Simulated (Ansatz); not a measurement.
Species: dibromo(difluoro)silane, sum formula SiBr$_{2}$F$_{2}$, charge 0, multiplicity 1. 
Coordinates optimised at B3LYP-D3(BJ)/def2-TZVP (Ansatz, an electronic-structure program):
```
Si
F 1 1.5788
F 1 1.5788 2 107.38
Br 1 2.1872 2 109.17 3 -118.24
Br 1 2.1872 2 109.17 3 118.24
```

Basis-set convergence of Hartree-Fock and MP2 correlation energies (hartree) with Ansatz. Cores are frozen in the correlated levels unless marked. Spin-orbit coupling is left out. The frozen core is the preceding noble-gas configuration, with the filled d and f shells of earlier blocks. Non-relativistic.

```csv
basis,functions,E(HF),"E(corr, MP2)"
def2-SVP,110,-5631.97994,-0.69348
def2-TZVPP,200,-5632.99050,-0.92609
def2-QZVPP,362,-5633.10851,-1.02066
```

Extrapolating the two largest sets (X = 3 and 4) as X^-3: E(corr) = (64·(-1.02066) - 27·(-0.92609))/37 = -1.0897 Eh, an estimate of the basis-set limit. The largest set recovers 93.7 % of it, the smallest 63.6 %.
